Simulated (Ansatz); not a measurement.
The cluster Cs₃I₄. The state is a doublet with charge 0. Geometry PBE0-D4/def2-SVP; atoms count from 1.

```xyz
7

Cs    2.7836   -2.1059   -1.2071
Cs   -2.4727   -1.1628   -0.3893
Cs   -0.2077    3.2412    1.7706
I     0.9218   -0.4637    1.7641
I     2.6953    1.5614   -0.0867
I    -3.3948    2.2366    0.5793
I    -0.3255   -3.3069   -2.4308
```

In the def2 sets Cs, I take a core potential; there is no spin–orbit coupling. In the doublet, I4 and I5 lie 3.27 Å apart (atoms count from 1), so these atoms are partly bonded to each other. Another isomer (doublet) lies 0.12 eV lower at PBE0-D4/def2-TZVP; other spin states weren't run for this one.

(1) Estimate the Mulliken populations from the PBE0/def2-TZVP orbitals of Ansatz.

(2) Where does the spin sit?

(3) And the Mayer bond orders between heavy atoms (over 0.3)?

Answers

(1) 
| atom | charge (e) | spin (α − β) |
| --- | --- | --- |
| Cs1 | 0.80 | 0.00 |
| Cs2 | 0.79 | 0.00 |
| Cs3 | 0.80 | 0.00 |
| I4 | -0.43 | 0.49 |
| I5 | -0.41 | 0.52 |
| I6 | -0.78 | 0.00 |
| I7 | -0.78 | 0.00 |
Mulliken values depend strongly on the basis.

(2) Summed by element: Cs 0.00, I 1.00, of 1 unpaired in all. Largest on single atoms: I5 0.52, I4 0.49, Cs1 0.00.

(3) I4–I5 0.52 (3.27 Å).
